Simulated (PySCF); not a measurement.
# Zinc: a sound run and one with changed settings

Sound run: Zn [Ar] 3d10 4s2, Zn⁺ [Ar] 3d10 4s1. All numbers are calculated (PySCF 2.14, the non-relativistic Hamiltonian (point nucleus), in def2-TZVP). In the sound run the correlated levels freeze [Ar]. The sound run starts from symmetry-adapted Hartree-Fock orbitals and uses a fine grid where one is needed.

Changed run: initial guess atom, at most 50 SCF cycles.

| species | method | sound run (hartree) | changed run (hartree) | converged |
| --- | --- | --- | --- | --- |
| Zn | UHF | -1777.80707 | -1777.80707 | yes |
| Zn | BP86 | -1779.66016 | -1779.66016 | yes |
| Zn | CCSD(T) | -1778.19127 | -1778.19127 | yes |
| Zn⁺ | PBE0 | -1778.81003 | -1778.81003 | yes |
| Zn⁺ | MP2 | -1777.89023 | -1777.89023 | yes |

Here the plain start reaches the same solutions.
